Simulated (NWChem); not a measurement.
Atomisation of CuI

```xyz
2

Cu     0.0000     0.0000    -1.5371
I      0.0000     0.0000     0.8411
```
Charge 0, spin multiplicity 1.

The numbers come from NWChem runs, not from measurements. The geometry was optimised at PBE0/def2-SVP with def2 effective core potentials on I, a minimum by its harmonic frequencies.

Basis set: def2-TZVP. The atomisation energy is electronic alone: no zero-point, thermal, spin-orbit or counterpoise terms. No value is extrapolated to the basis-set limit. Free atoms are single determinants with multiplicities Cu 2, I 2.

Effective core potentials replace the inner electrons of I; spin-orbit coupling is left out. The structure started from a generated list of species. No SCF solution was tested for a lower state. Open-shell Hartree-Fock references start from PBE0 orbitals.

Problem. For the atomisation energy, PBE gives 69.5 kcal/mol and LC-wPBE (omega 0.3 per bohr) gives 124.6 kcal/mol. What do M06-2X, HF, PBE0 give?

Solution. M06-2X: 62.0 kcal/mol; HF: 53.3 kcal/mol; PBE0: 112.0 kcal/mol.
